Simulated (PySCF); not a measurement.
## Heteronuclear NMR

Bonds (- single, = double, # triple, : aromatic): C1-O2, O2-C3, C3:C4, C4:N5, N5-Si6, Si6-C7, Si6-C8, N5:N9, N9:N10, N10:C3. C1 carries H11, H12, H13; C4 carries H14; Si6 carries H15; C7 carries H16, H17, H18; C8 carries H19, H20, H21.

- geometry from GFN2-xTB
- shieldings: GIAO PBE0/pcSseg-1
- run in PySCF
- relativity neglected, equivalent nuclei averaged, no solvent model, one computed conformer

Task: Where does ²⁹Si resonate?

Result: 
| atoms | environment | σ (ppm) | δ (ppm) |
| --- | --- | --- | --- |
| Si6 | silicon bonded to 2 C, N, H | 351.8 | -9.2 |

Shieldings were converted by a linear fit to measured shifts: ²⁹Si (scatter 8.9 ppm rms, 25.8 ppm with the 6 outliers that the fit left out vs TMS, solution or neat liquid). Occasional misses reach two or three times the rms, and more in compound classes unlike the fitted ones.

On a 600 MHz spectrometer ²⁹Si resonates near 119.2 MHz, so 1 ppm is 119.2 Hz.

Task: What are the ¹⁵N shifts?

Result: 
```tsv
atoms	environment	σ (ppm)	δ (ppm)
N9	pyridine-type nitrogen of an azole	-129.1	-29.1
N10	pyridine-type nitrogen of an azole	-98.7	-57.1
N5	pyrrole-type ring nitrogen	-1.9	-146.3
```

Shieldings were converted by a linear fit to measured shifts: ¹⁵N: δ = -148.07 − 0.921σ (rms 6.3 ppm, 71 shifts vs CH3NO2, solution or neat liquid). Occasional misses reach two or three times the rms, and more in compound classes unlike the fitted ones.

On a 400 MHz spectrometer ¹⁵N resonates near 40.5 MHz, so 1 ppm is 40.5 Hz.

Task: Where does ¹⁷O resonate?

Result: 
```json
{"atoms": "O2", "environment": "ether oxygen", "σ (ppm)": "265.5", "δ (ppm)": "24.8"}
```

Shieldings were converted by a linear fit to measured shifts: ¹⁷O: δ = 266.70 − 0.911σ (rms 10.7 ppm, 155 shifts, 12.2 ppm with the 3 outliers that the fit left out vs liquid water, solution or neat liquid). A few per cent of atoms miss by over 2 rms, more outside the fitted compound classes.

On a 600 MHz spectrometer ¹⁷O resonates near 81.3 MHz, so 1 ppm is 81.3 Hz.
